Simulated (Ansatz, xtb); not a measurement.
# Isomers of C2H9OSbSi in order of energy

6 gas-phase structures of C2H9OSbSi, from a drawn sample of its isomers (lower ones may exist). Each was relaxed with GFN2-xTB; where two conformers were screened, the lower at r2SCAN-D4/def2-SVP is listed:

A. `C[O][Sb]([CH3])[SiH3]`, a singlet
B. `[CH3][Sb]([CH3])[O][SiH3]`, a singlet
C. `C[CH2][SbH][SiH2]O`, a singlet
D. `C[SiH2][O][SbH][CH3]`, a singlet
E. `[CH3][Sb]([CH3])[SiH2]O`, a singlet
F. `CCO[SiH2][SbH2]`, a singlet

**Question.** Estimate their order in r2SCAN-D4/def2-SVP energy at these geometries, lowest first.

**Answer.** Calculated order at r2SCAN-D4/def2-SVP: D (0.000), E (0.228), B (0.249), C (0.302), F (0.618), A (1.493) eV. Less than 1 kcal/mol parts E and B, so the order within that pair means little.

Energies above the lowest of each column, in eV; the last columns are at PBE0-D4/def2-SVP geometries and were run for some of them only (a dash: not run or not comparable):

| structure | GFN2-xTB | HF/STO-3G | r2SCAN-D4/def2-SVP | PBE0-D4/def2-SVP | CCSD(T)/def2-SVP + ΔMP2/def2-TZVPP |
| --- | --- | --- | --- | --- | --- |
| D | 0.284 | 0.101 | 0.000 | 0.000 | 0.000 |
| E | 0.948 | 0.000 | 0.228 | 0.099 | 0.188 |
| B | 0.000 | 0.269 | 0.249 | – | – |
| C | 0.948 | 0.395 | 0.302 | – | – |
| F | 0.904 | 0.399 | 0.618 | – | – |
| A | 1.545 | 0.570 | 1.493 | 1.465 | 1.800 |

CCSD(T)/def2-SVP + ΔMP2/def2-TZVPP puts D lowest of those it was run on; GFN2-xTB picks B, HF/STO-3G picks E. Flexible structures stand in one conformer each, not always the lowest. Frequencies (GFN2-xTB) were run for A, D, E alone. The ΔMP2 step shifts differences by up to 0.281 eV, which makes them less sure. Atoms past krypton carry core potentials in the def2 sets, without spin–orbit terms. ΔMP2 is the change of the MP2 energy from the smaller to the larger basis.

Over these structures GFN2-xTB departs from r2SCAN-D4/def2-SVP by 0.262 eV on average once a common shift is removed. A GFN2-xTB relaxation took about 0.15 s and the r2SCAN-D4/def2-SVP energy about 2.2 s on a shared host (Ansatz 0.2.0, xtb 6.7.1).
